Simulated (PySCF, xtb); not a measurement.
WO2Cl, SMILES [O]=[W+](=[O])[Cl], charge +1, multiplicity 1.

Harmonic wavenumbers (cm⁻¹) from GFN2-xTB run with xtb at its own minimum, in rising order: 135, 166, 224, 329, 738, 760.

Question: What does B3LYP-D3(BJ)/def2-SVP (PySCF) give at its own minimum? (An estimate is asked for; the answer gives what the named calculation found.)

Answer: 222, 228, 385, 450, 1030, 1076. Paired by order, the mean absolute difference is 173 cm⁻¹ and the zero-point energies are 3.4 and 4.8 kcal/mol.
